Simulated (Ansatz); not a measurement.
Molecule: sum formula Si$_{2}$H$_{5}$Cl (charge 0, singlet). 
Coordinates optimised at B3LYP-D3(BJ)/def2-TZVP (Ansatz, a first-principles code):
```
Si
H 1 1.4800
H 1 1.4800 2 108.86
Cl 1 2.0783 2 107.66 3 116.43
Si 1 2.3421 2 111.94 3 -124.28
H 5 1.4812 1 109.60 2 -178.82
H 5 1.4812 6 109.49 1 -120.26
H 5 1.4837 6 109.27 7 -119.64
```

Atomisation energy built up term by term with Ansatz (kcal/mol; UHF references for open shells; valence terms freeze the core; atomic spin-orbit terms are left out). CBS(X,Y): correlation extrapolated as X^-3; Hartree-Fock from the larger set (for Q and 5 zeta extrapolated as (X+1)exp(-9√X)).

| term | basis | kcal/mol |
|---|---|---|
| Hartree-Fock | CBS(cc-pV(Q+d)Z,cc-pV(5+d)Z) | 425.94 |
| CCSD correlation | CBS(cc-pV(Q+d)Z,cc-pV(5+d)Z) | 119.87 |
| (T) | CBS(cc-pV(Q+d)Z,cc-pV(5+d)Z) | 5.69 |
| core correlation | cc-pwCVTZ | -0.21 |
| scalar relativity (X2C) | cc-pVTZ-DK against cc-pVTZ | -1.53 |
| sum: De |  | 549.8 |

(T) makes 1.0 % of the CCSD(T) atomisation energy; under 5 % is typical of single-reference molecules.
